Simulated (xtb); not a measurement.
xtb input:

```bash
xtb mol.xyz --gfn 1 --opt tight --chrg 0 --uhf 0
```
mol.xyz:
```
5

Ti    -0.40110585    -0.00343828    -0.09428122
F      1.29660647     0.01111452     0.30477152
H     -1.28463963     0.66983202     1.18294000
H     -0.90442679    -1.59890939    -0.35188340
H     -0.65606301     0.90468890    -1.49981342
```

Problem. What final total energy does it print?

Solution. -8.12639 Eh (GFN1-xTB).
